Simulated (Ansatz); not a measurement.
Program: Ansatz. Geometries: PBE0-D4/def2-TZVP. ΔE: electronic, gas phase. CCSD(T)/CBS adds triple-zeta CCSD(T) − MP2 to the extrapolated MP2 energy (def2 sets, frozen cores). This one scheme is used for every species. One conformer a species, not always the lowest.

Consider the formal exchange of groups at the Si–Cl bond: `OC[SiH2]Cl` + silanol → `OC[SiH2][SiH2]O` + HCl.

`OC[SiH2]Cl`:

Cartesian coordinates in Å:
```
O 0.918 -1.265 0.783
C 0.246 -0.802 -0.374
Si -0.713 0.785 -0.050
Cl 0.644 2.114 0.766
H 1.470 -0.551 1.117
H -0.457 -1.588 -0.669
H 0.933 -0.663 -1.221
H -1.250 1.378 -1.299
H -1.791 0.592 0.947
```

`O[SiH3]`:

```xyz
6

O    -0.457    0.986   -0.679
Si    0.186   -0.168    0.306
H    -0.893    0.698   -1.481
H    -0.854   -1.113    0.798
H     0.785    0.560    1.448
H     1.233   -0.964   -0.392
```

`OC[SiH2][SiH2]O`:

Cartesian coordinates in Å:
```
O -2.096 1.817 -0.402
C -0.816 1.234 -0.571
Si -0.795 -0.470 0.252
Si 1.352 -1.408 0.076
O 2.488 -0.497 0.867
H -2.102 2.678 -0.828
H -0.560 1.110 -1.634
H -0.023 1.849 -0.123
H -1.794 -1.366 -0.392
H -1.151 -0.329 1.693
H 1.805 -1.444 -1.339
H 1.325 -2.808 0.593
H 2.366 -0.368 1.808
```

HCl:

Cartesian coordinates in Å:
```
Cl 0.271 0.419 0.400
H -0.271 -0.419 -0.400
```

| species | CCSD(T)/CBS(def2) energy (Eh) |
| --- | --- |
| `OC[SiH2]Cl` | -865.12709 |
| `O[SiH3]` | -366.69042 |
| `OC[SiH2][SiH2]O` | -771.39472 |
| HCl | -460.38127 |

(1) Work out ΔE.

Largest T1 diagnostic among the species: 0.012.

## Answers

(1) ΔE = (-771.39472) + (-460.38127) − (-865.12709) − (-366.69042) = 0.04152 Eh = +109.0 kJ/mol.

At CCSD(T), def2-SVP lies −3.2 kJ/mol from the extrapolated value and def2-TZVPP −2.8 kJ/mol. From PBE to PBE0 (25 % exact exchange), in def2-TZVPP and without D4, ΔE moves by +5.5 kJ/mol. In def2-TZVPP, CCSD(T) changes the Hartree–Fock value by −20.8 kJ/mol (the triples alone add −1.7 kJ/mol) and MP2 by −10.1 kJ/mol.
